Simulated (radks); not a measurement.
The numbers below are computed, except where a source is named.
Ionisation ladder of platinum, from Pt22+ to Pt43+. Each ion is in the ground configuration listed by NIST, and IE = E(next ion) - E(this ion). Level of theory: scalar-relativistic Kohn-Sham, LDA (Slater exchange, VWN5 correlation), spin-polarised, spherical densities, finite nucleus; open shells are filled with parallel spins first (spin-orbit coupling, left out, can overturn this in heavy ions); Fermi nuclear charge, rms radius 5.427 fm (a radial shooting solver on a logarithmic mesh with Libxc functionals).

species      configuration  E (hartree)  IE, Delta-SCF (eV)  -e(HOMO) (eV)     HOMO  <r> HOMO (bohr)  IE, NIST (eV)    kind  error (eV)
Pt22+       [Kr] 4d10 4f10  -18199.4376              654.19         631.37  4f down            0.451            660  theory        -5.8
Pt23+        [Kr] 4d10 4f9  -18175.3965              700.75         677.39  4f down            0.444            710  theory        -9.2
Pt24+        [Kr] 4d10 4f8  -18149.6443              748.39         724.51  4f down            0.437            760  theory       -11.6
Pt25+        [Kr] 4d10 4f7  -18122.1415              808.85         784.03    4f up            0.429            820  theory       -11.2
Pt26+        [Kr] 4d10 4f6  -18092.4168              859.47         834.12    4f up            0.423            870  theory       -10.5
Pt27+        [Kr] 4d10 4f5  -18060.8318              911.15         885.29    4f up            0.417            930  theory       -18.8
Pt28+        [Kr] 4d10 4f4  -18027.3475              963.87         937.51    4f up            0.411            980  theory       -16.1
Pt29+        [Kr] 4d10 4f3  -17991.9258              1017.6         990.76    4f up            0.405           1040  theory       -22.4
Pt30+        [Kr] 4d10 4f2  -17954.5294              1072.3         1045.0    4f up            0.400           1090  theory       -17.7
Pt31+        [Kr] 4d10 4f1  -17915.1219              1128.0         1100.2    4f up            0.395           1140  theory       -12.0
Pt32+            [Kr] 4d10  -17873.6678              1411.8         1385.8       4d            0.411           1402  theory        +9.8
Pt33+             [Kr] 4d9  -17821.7864              1465.7         1439.5  4d down            0.408           1454  theory       +11.7
Pt34+             [Kr] 4d8  -17767.9224              1520.1         1493.7  4d down            0.405           1509  theory       +11.1
Pt35+             [Kr] 4d7  -17712.0591              1574.9         1548.4  4d down            0.402           1567  theory        +7.9
Pt36+             [Kr] 4d6  -17654.1814              1630.1         1603.4  4d down            0.399           1624  theory        +6.1
Pt37+             [Kr] 4d5  -17594.2764              1699.1         1671.6    4d up            0.396           1680  theory       +19.1
Pt38+             [Kr] 4d4  -17531.8338              1756.3         1728.6    4d up            0.393           1763  theory        -6.7
Pt39+             [Kr] 4d3  -17467.2895              1814.0         1786.0    4d up            0.390           1821  theory        -7.0
Pt40+             [Kr] 4d2  -17400.6274              1872.0         1843.9    4d up            0.387           1883  theory       -11.0
Pt41+             [Kr] 4d1  -17331.8328              1930.4         1902.1    4d up            0.385           1941  theory       -10.6
Pt42+                 [Kr]  -17260.8934              2209.7         2182.1       4p            0.385           2171  theory       +38.7
Pt43+    [Ar] 3d10 4s2 4p5  -17179.6869              2267.6         2240.1  4p down            0.383           2228  theory       +39.6

Reference values: NIST Atomic Spectra Database (exp. = measured, semi-emp. = semi-empirical, theory = theoretical value adopted there). The ionisation energy per charge of the ion left behind rises most, in proportion, at Pt32+ ([Kr] 4d10), from 35.251 to 42.781 eV. Open shells are spherical and high-spin; term and fine-structure splittings are not resolved. Spin-orbit splitting is averaged out at the scalar-relativistic level.
